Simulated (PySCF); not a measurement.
One entry of a table of gas-phase calculations, keyed by method. Lists by class give the value and the number of equivalent atoms.

```json
{
 "formula": "C7H7",
 "smiles": "[C]1=CC=CCC=C1",
 "charge": 0,
 "multiplicity": 2,
 "geometry_level": "GFN2-xTB",
 "atoms_angstrom": [
  ["C", 0.044, -1.607, -0.503],
  ["C", 1.23, -1.065, -0.68],
  ["C", 1.567, 0.107, 0.131],
  ["C", 0.677, 1.071, 0.367],
  ["C", -0.68, 1.092, -0.29],
  ["C", -1.498, 0.005, 0.333],
  ["C", -1.096, -1.284, 0.224],
  ["H", 1.993, -1.49, -1.316],
  ["H", 2.562, 0.148, 0.554],
  ["H", 0.912, 1.883, 1.041],
  ["H", -0.553, 0.883, -1.358],
  ["H", -1.154, 2.064, -0.165],
  ["H", -2.354, 0.269, 0.936],
  ["H", -1.651, -2.078, 0.705]
 ],
 "electronic_structure_code": "PySCF",
 "results": {
  "GFN2-xTB geometry": {
   "point_group": "C1",
   "rotational_constants_GHz": [4.149, 3.664, 2.192]
  },
  "UKS B3LYP, pcH-1 on C H, non-relativistic, mean-field spin-orbit, GIAO": {
   "g_iso": 2.00226,
   "g_tensor": [2.00174, 2.00228, 2.00277],
   "s2": 0.771,
   "a_iso_by_class_MHz": [
    ["13C", 285.6, 1],
    ["1H", 86.3, 1],
    ["13C", 69.5, 1],
    ["13C", 50.2, 1],
    ["1H", 40.0, 1]
   ],
   "spin_populations_mulliken_by_atom": [0.93, -0.14, 0.07, -0.03, -0.02, 0.25, -0.14, 0.04, 0.01, 0.0, 0.01, 0.0, 0.0, 0.02]
  }
 }
}
```

g_iso is shifted by about -60 ppm from the free-electron value 2.002319; the principal values span 0.0010. At 9.50 GHz, hν = g·μB·B₀ (B₀ the magnetic field) puts the centre of the isotropic spectrum, to first order, at 339.0 mT. With B = h/(8π²I), that is 505.379 GHz u Å² over I, the principal moments of inertia are 121.8, 137.9 and 230.5 u Å² (most abundant isotopes); the inertial defect Ic − Ia − Ib is -29.2 u Å² (zero for a rigid planar frame, negative otherwise). ⟨S²⟩ is 0.021 above the pure-spin value S(S + 1) = 0.75. The rotational constants make it an asymmetric top with κ = (2B − A − C)/(A − C) = 0.50, nearer the oblate limit (+1).

Hyperfine couplings depend on the geometry, which wasn't re-optimised at a DFT level. Couplings of like nuclei are plain means over topologically equivalent atoms, as if these changed places fast (by rotation of a methyl-like group, say); in this geometry the members of some sets differ.

One conformer stands for the species.
